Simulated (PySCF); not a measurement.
F3In, SMILES [F][In+]([F])[F] (connectivity only; charge and spin as stated), charge +1, multiplicity 2. Geometry optimised at PBE-D3(BJ)/def2-SVP. The def2 effective core potentials stand for the cores of In; spin–orbit coupling is left out.

Method: PySCF with PBE-D3(BJ)/def2-SVP.

Harmonic wavenumbers (cm⁻¹): 92, 106, 285, 375, 526, 677. Rotational constants (GHz): 12.22, 2.772, 2.259; symmetry number 2.

Problem. Work out the zero-point energy and the ideal-gas rigid-rotor harmonic-oscillator thermochemistry at 298.15 K and 1 atm.

Solution. ZPE = ½ Σ hcν = ½ × 2060 cm⁻¹ = 2.95 kcal/mol. H − E(el) = 6.93 kcal/mol. Entropy in cal/(mol K): translation 41.33, rotation 24.47, vibration 10.46, spin 1.38, total 77.64. G − E(el) = -16.22 kcal/mol. Cp = 17.14 cal/(mol K). Modes under 150 cm⁻¹ make the vibrational entropy uncertain.
